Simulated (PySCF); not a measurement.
Run record for `C1[C@@](C#C)(COC1)CF`: PBE0/def2-SVPD, IEF-PCM water, grid level 3, damping 0.2 at the start, DIIS from the seventh cycle, full TDDFT, 6 singlets.

Method: TDDFT PBE0/def2-SVPD, vertical, IEF-PCM water (non-equilibrium linear response), core orbitals frozen in the response (PySCF 2.14.0, density-fitted response routines). Geometry: GFN2-xTB. The input is one job of a driver script: a line of settings, then coordinates in Å.

Command:
```bash
OMP_NUM_THREADS=1 python probes_run.py task.json out
```

Input:
```
{"job": {"kind": "uv", "xc": "PBE0", "basis": "def2-SVPD", "solvent": "water", "nstates": 6, "ntriplets": 0, "tda": false, "grid": 3, "scf": {"damp": 0.2}}, "charge": 0, "multiplicity": 1}
C      2.615234     1.320845    -0.259647
C      1.602524     0.684285    -0.239399
C      0.380470    -0.094295    -0.226804
C      0.703805    -1.593372    -0.286070
F      1.274612    -1.932059    -1.486628
C     -0.591612     0.301494    -1.363146
C     -1.949298     0.454307    -0.650035
O     -1.796159    -0.099627     0.642286
C     -0.477076     0.177619     1.032632
H      3.502045     1.880030    -0.280331
H      1.418683    -1.873168     0.494963
H     -0.216224    -2.179927    -0.191361
H     -0.283144     1.234667    -1.831842
H     -0.617769    -0.472658    -2.127960
H     -2.220724     1.516367    -0.568206
H     -2.761385    -0.081759    -1.142155
H     -0.224879    -0.467110     1.875035
H     -0.367861     1.230680     1.332252
```

Output:
```
damping 0.20 in the first 6 cycles
final grid: 215448 points
cycle   1  E = -446.2600981798  dE =  1.248e+00  |g| = 6.558e-01  |ddm| = 1.736e+01
cycle   2  E = -446.2765134298  dE = -1.642e-02  |g| = 6.116e-01  |ddm| = 2.753e+00
cycle   3  E = -446.2721875355  dE =  4.326e-03  |g| = 6.318e-01  |ddm| = 1.958e+00
cycle   4  E = -446.2516462020  dE =  2.054e-02  |g| = 6.999e-01  |ddm| = 1.967e+00
cycle   5  E = -446.2213866606  dE =  3.026e-02  |g| = 7.905e-01  |ddm| = 2.237e+00
cycle   6  E = -445.9272513401  dE =  2.941e-01  |g| = 1.415e+00  |ddm| = 3.761e+00
cycle   7  E = -445.1620589675  dE =  7.652e-01  |g| = 2.314e+00  |ddm| = 6.419e+00
cycle   8  E = -446.3368881028  dE = -1.175e+00  |g| = 1.790e-01  |ddm| = 4.923e+00
cycle   9  E = -446.3385985764  dE = -1.710e-03  |g| = 1.557e-01  |ddm| = 6.180e-01
cycle  10  E = -446.3441045395  dE = -5.506e-03  |g| = 1.097e-02  |ddm| = 2.693e-01
cycle  11  E = -446.3441291555  dE = -2.462e-05  |g| = 5.145e-03  |ddm| = 6.102e-02
cycle  12  E = -446.3441343407  dE = -5.185e-06  |g| = 1.181e-03  |ddm| = 1.026e-02
cycle  13  E = -446.3441346160  dE = -2.753e-07  |g| = 3.277e-04  |ddm| = 4.485e-03
cycle  14  E = -446.3441346377  dE = -2.169e-08  |g| = 1.085e-04  |ddm| = 1.138e-03
cycle  15  E = -446.3441346403  dE = -2.630e-09  |g| = 1.874e-05  |ddm| = 3.407e-04
cycle  16  E = -446.3441346404  dE = -9.209e-11  |g| = 3.573e-06  |ddm| = 1.185e-04
converged SCF energy = -446.3441346404

Static polarisability (au): isotropic 110.271, principal 99.094 101.927 129.794

Singlet excitations
state   eV       nm        f      main configurations
  1   6.7895    182.6   0.00036   H-1->L+1 0.46, H-2->L+2 0.17, H->L+2 0.08
  2   7.0272    176.4   0.01128   H-2->L+2 0.37, H-1->L+1 0.20, H->L+2 0.13
  3   7.0347    176.2   0.00209   H-2->L+1 0.32, H-1->L+2 0.32, H->L+1 0.13
  4   7.2115    171.9   0.00722   H->L 0.68, H->L+3 0.13
  5   7.5648    163.9   0.02280   H->L+1 0.63
  6   7.6120    162.9   0.05666   H-1->L 0.47, H->L+3 0.23
```

H and L stand for HOMO and LUMO; the number after each pair is its weight.

How does the lowest singlet excitation compare with the HOMO–LUMO gap?

HOMO -7.65 eV and LUMO 0.73 eV give a gap of 8.38 eV; S1 at 6.79 eV lies 1.59 eV below it.

Give S1 in cm⁻¹ and kJ/mol.

6.7895 eV × 8065.54 = 54761 cm⁻¹; × 96.485 = 655.1 kJ/mol.

In short: SCF converged in 16 cycles with 258 basis and 904 fitting functions; HOMO -7.65 eV, LUMO 0.73 eV; lowest singlet 6.79 eV; mean polarisability 110.3 au.

Geometry: GFN2-xTB, one conformer.

On one thread of an Arm Neoverse V2, shared host with 32 logical CPUs at a one-minute load of 9.9, this took 68 s of wall time and 1.3 GiB of memory at its peak.
